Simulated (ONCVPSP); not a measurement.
## Cu, ONCV: configuration errors across variants

- Element: copper (Cu)
- Generator: ONCVPSP 4.0.1
- Type: optimised norm-conserving Vanderbilt (ONCV)
- Functional: PBE
- Relativity: non-relativistic
- Frozen core: [Ne]
- Valence charge: 19
- Reference configuration: 3s2 3p6 3d10 4s0.5 (charge +0.5)
- Partial waves: 3s+4s: rc 1.35 bohr, ncon 4, nbas 8, qcut 7 1/bohr, 2 projectors; 3p: rc 0.70 bohr, ncon 4, nbas 7, qcut 13.3 1/bohr, 1 projector; 3d: rc 1.20 bohr, ncon 4, nbas 9, qcut 13.3 1/bohr, 2 projectors, debl 0.6 Ha
- Local potential: polynomial inside 0.50 bohr (lpopt 4, dvloc0 6 Ha)
- Core correction: none

All-electron excitation energies from the reference (eV): (1) 3s2 3p6 3d10 4s1 -3.062; (2) 3s2 3p6 3d10 4s0 4.851; (3) 3s2 3p6 3d9 4s0 26.336; (4) 3s2 3p6 3d8 4s0 65.625.

Errors AE − PS in meV (a dash: test not solved or not reliable):

```json
{"change": "base", "(1)": "-1.0", "(2)": "+0.9", "(3)": "+2.6", "(4)": "+41", "bound ghosts": "none", "GHOST(+) flags above zero": "none"}
{"change": "s: rc 0.92", "(1)": "-1.0", "(2)": "+0.8", "(3)": "+2.4", "(4)": "+39", "bound ghosts": "none", "GHOST(+) flags above zero": "s"}
{"change": "s: rc 1.1", "(1)": "-1.0", "(2)": "+0.9", "(3)": "+2.5", "(4)": "+40", "bound ghosts": "none", "GHOST(+) flags above zero": "s"}
{"change": "s: rc 1.34", "(1)": "-1.0", "(2)": "+0.9", "(3)": "+2.6", "(4)": "+41", "bound ghosts": "none", "GHOST(+) flags above zero": "none"}
{"change": "s: rc 1.46", "(1)": "-1.0", "(2)": "+0.9", "(3)": "+2.6", "(4)": "+41", "bound ghosts": "none", "GHOST(+) flags above zero": "none"}
{"change": "s: rc 1.74", "(1)": "-1.0", "(2)": "+1.0", "(3)": "+2.1", "(4)": "+39", "bound ghosts": "none", "GHOST(+) flags above zero": "none"}
{"change": "s: rc 1.9", "(1)": "-0.9", "(2)": "+1.0", "(3)": "+1.3", "(4)": "+37", "bound ghosts": "none", "GHOST(+) flags above zero": "none"}
```

Question: Give the same row for: s: rc 1.58.

Answer: -1.0, +0.9, +2.5, +41; bound ghosts: none; GHOST(+) flags above zero: none.
